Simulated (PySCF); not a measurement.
Compound: C4H8OSe.
Cartesian coordinates in Å at the PBE0-D3(BJ)/def2-SVP level; atoms count from 1:
```xyz
14
C4H8OSe angstrom
C     -0.5209    1.6118   -1.2333
C      0.2092    1.0228   -0.2733
O     -0.2304    0.1569    0.6547
C     -1.5728   -0.2501    0.5856
Se     2.0558    1.4350   -0.0461
C      2.6636   -0.3508    0.4162
H     -1.6025    1.4848   -1.3033
H     -0.0314    2.2561   -1.9629
H     -1.7154   -1.0017    1.3719
H     -2.2585    0.5961    0.7646
H     -1.8065   -0.6947   -0.3974
H      2.1140   -0.7115    1.2936
H      2.5309   -1.0368   -0.4304
H      3.7322   -0.2636    0.6547
```

Computed, not measured: core-valence-separated Tamm–Dancoff BHandHLYP/aug-pcX-1 (pcseg-1 on H, def2-SVPD on Se) in PySCF, non-relativistic, gas phase, PBE0-D3(BJ)/def2-SVP geometry. No empirical shift is added; at this level the pattern usually sits a few eV under experiment.

The lowest roots of each edge with f over 0.003 (five at most, numbered afresh; weaker and dark ones are left out), with transition dipoles (au) in the frame of the coordinates:

```
root  edge  E (eV)       μx       μy       μz
   1     C  283.07   0.0103  -0.0698  -0.0497
   2     C  284.70  -0.0259   0.0751  -0.0207
   3     C  284.95   0.0259  -0.0757  -0.0631
   4     C  285.52  -0.0163   0.0131  -0.0239
   5     C  285.76  -0.0418  -0.0215   0.0270
   6     O  533.75   0.0097  -0.0234  -0.0225
   7     O  534.33  -0.0310   0.0034  -0.0106
   8     O  534.72   0.0201   0.0086   0.0026
   9     O  535.25   0.0187   0.0137  -0.0034
  10     O  536.17   0.0113   0.0116  -0.0046
```

Question: What are the oscillator strengths?

Answer: f = (2/3) ΔE |μ|², with ΔE in hartree (27.2114 eV):

```
root  ΔE (Eh)  |μ|² (au)      f  core hole on
   1  10.4027   0.007448  0.052            C1
   2  10.4627   0.006739  0.047            C6
   3  10.4716   0.010383  0.072            C2
   4  10.4929   0.001009  0.007            C1
   5  10.5016   0.002938  0.021            C1
   6  19.6148   0.001148  0.015            O3
   7  19.6364   0.001085  0.014            O3
   8  19.6507   0.000485  0.006            O3
   9  19.6700   0.000549  0.007            O3
  10  19.7041   0.000283  0.004            O3
```

Question: Molecules are fixed in this frame and the field points along z. What effective strengths 3 f cos²θ do the roots have (θ between field and μ)?

Answer: root 1 (C1): 0.051, root 2 (C6): 0.009, root 3 (C2): 0.083, root 4 (C1): 0.012, root 5 (C1): 0.015, root 6 (O3): 0.020, root 7 (O3): 0.004, root 8 (O3): 0.000, root 9 (O3): 0.000, root 10 (O3): 0.001. Root 3 is the strongest. Averaged over all orientations cos²θ is 1/3, which gives f back.

 The BHandHLYP/aug-pcX-1 (pcseg-1 on H, def2-SVPD on Se) calculation is non-relativistic and has no spin–orbit coupling, an omission that weighs most on selenium.

One conformer stands for the species.
